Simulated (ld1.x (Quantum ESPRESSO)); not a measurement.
# Configuration tests for S (Z = 16) (ultrasoft)

ld1.x (Quantum ESPRESSO) 7.5 input, shortened:

```
&input
   title='S', zed=16., rel=1, dft='REVPBE', iswitch=3,
   config='[Ne] 3s1.75 3p4.25 3d-2'
 /
 &inputp
   pseudotype=3, tm=.true., lloc=-2, rcloc=1.35,
   nlcc=.true.
 /
6
3S  1  0   1.75   0.00  1.05  1.25  0.0
3S  1  0   0.00  -0.05  1.05  1.25  0.0
3P  2  1   4.25   0.00  1.60  1.80  0.0
3P  2  1   0.00   2.75  1.60  1.80  0.0
3D  3  2  -2.00  -0.20  1.20  1.50  0.0
3D  3  2  -2.00   2.40  1.20  1.50  0.0
 &test
   configts(1)='3s1.75 3p4.25'
 /
```

Energies are relative to the spin-unpolarised reference configuration 3s1.75 3p4.25; without spin polarisation the order of configurations can differ from experiment.

**Question.** Give the all-electron excitation energy and the error of the potential for: 3s2 3p4; 3s2 3p3; 3s2 3p2; 3s2 3p4.3; 3s2 3p0; 3s2 3p1; 3s0 3p6.

**Answer.**

```
valence configuration  charge  ΔE all-electron (eV)  error AE − PS (meV)
              3s2 3p4       0                -2.567                 -0.2
              3s2 3p3      +1                 9.175                  -12
              3s2 3p2      +2                31.438                  -41
            3s2 3p4.3    -0.3                -4.267                 -1.5
              3s2 3p0      +4               112.199                 +154
              3s2 3p1      +3                65.453                  -27
              3s0 3p6       0                18.176                  -14
```
